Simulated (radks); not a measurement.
The terbium ion Tb3+, 62 electrons, occupied as [Xe] 4f6 6p2 (not the ground configuration).

Calculated with a radial shooting solver on a logarithmic mesh with Libxc functionals: Dirac Kohn-Sham, PW91, spin-unpolarised, spherical densities, finite nucleus; open shells fill j = l - 1/2 first; Fermi nuclear charge, rms radius 5.06 fm.

Energy parts (Ry):
total: -23431.9437
kinetic: 25625.7735
electron-nucleus: -57426.9847
Hartree: 8881.6692
exchange-correlation: -512.4016

Orbitals (lengths in bohr, moments of r in powers of bohr; r(90%) holds 90 % of the orbital's charge):
| orbital | occ. | eigenvalue (Ry) | <r^2> | r(90%) |
|---|---|---|---|---|
| 1s1/2 | 2 | -3811.402 | 0.0006317 | 0.0389 |
| 2s1/2 | 2 | -635.1278 | 0.009831 | 0.142 |
| 2p1/2 | 2 | -603.8262 | 0.007125 | 0.125 |
| 2p3/2 | 4 | -548.9521 | 0.008356 | 0.134 |
| 3s1/2 | 2 | -144.4268 | 0.06541 | 0.351 |
| 3p1/2 | 2 | -130.8036 | 0.06082 | 0.344 |
| 3p3/2 | 4 | -119.4816 | 0.06783 | 0.362 |
| 3d3/2 | 4 | -95.97764 | 0.05398 | 0.334 |
| 3d5/2 | 6 | -93.50942 | 0.05593 | 0.340 |
| 4s1/2 | 2 | -32.08812 | 0.3279 | 0.774 |
| 4p1/2 | 2 | -26.73462 | 0.3434 | 0.799 |
| 4p3/2 | 4 | -24.17275 | 0.3806 | 0.840 |
| 4d3/2 | 4 | -15.33170 | 0.4291 | 0.912 |
| 4d5/2 | 6 | -14.86203 | 0.4433 | 0.927 |
| 4f5/2 | 6 | -4.28981 | 0.6874 | 1.23 |
| 4f7/2 | 0 | -4.21820 | 0.7011 | 1.24 |
| 5s1/2 | 2 | -6.81020 | 1.735 | 1.78 |
| 5p1/2 | 2 | -5.21153 | 2.077 | 1.96 |
| 5p3/2 | 4 | -4.78990 | 2.309 | 2.06 |
| 6p1/2 | 2 | -1.67678 | 11.30 | 4.50 |
| 6p3/2 | 0 | -1.59862 | 12.24 | 4.68 |

The highest occupied level is 6p1/2 at -22.814 eV. The configuration is held as typed, so some empty levels lie below it. Summed over all electrons, <r^2> = 51.97 bohr^2, which gives a Langevin (diamagnetic) susceptibility term of -41.2 x 10^-6 cm^3/mol.
